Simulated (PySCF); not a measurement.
Simulated outer-valence photoelectron spectrum of `[AlH2][CH]1CC1`. Method used: EOM-IP-CCSD/aug-cc-pVDZ in PySCF, restricted Hartree–Fock reference, frozen core, non-relativistic, gas phase, PBE0-D3(BJ)/def2-SVP geometry.

Each root has a Gaussian of 0.4 eV full width with its one-hole share as area; cross sections and vibrations are left out, and the highest printed point is 100.

```tsv
ionisation energy (eV)	intensity
9.2	1
9.4	11
9.6	55
9.8	71
10.0	23
10.2	13
10.4	58
10.6	100
10.8	96
11.0	50
11.2	30
11.4	70
11.6	55
11.8	11
12.0	1
12.2	0
12.4	1
12.6	20
12.8	69
13.0	59
13.2	16
13.4	31
13.6	72
13.8	43
14.0	6
14.2	0
14.4	0
14.6	0
14.8	0
15.0	4
15.2	36
15.4	74
15.6	38
15.8	5
16.0	2
16.2	21
16.4	69
16.6	55
16.8	11
17.0	1
```

Problem. Where are the maxima, and how many lines lie under the curve?

Solution. 7 maxima, at 9.7, 10.7, 11.5, 12.9, 13.6, 15.4 and 16.5 eV, from 8 lines. At this width some lines have no maximum of their own.

Problem. List the lines with their holes.

Solution. 
```
E (eV)  leading hole (HF orbital)  area  Koopmans (eV)
  9.74                       HOMO  0.95          10.48
 10.54                     HOMO-1  0.95          11.25
 10.83                     HOMO-2  0.94          11.39
 11.47                     HOMO-3  0.95          12.33
 12.88                     HOMO-4  0.96          13.85
 13.62                     HOMO-5  0.92          14.44
 15.40                     HOMO-6  0.94          16.78
 16.47                     HOMO-7  0.93          17.96
```

The widest gap, 1.78 eV, lies between 13.62 and 15.40 eV. Only orbitals with −ε under 21 eV, eight at most, were ionised, so the high end of the curve may lack lines.

One conformer stands for the species.
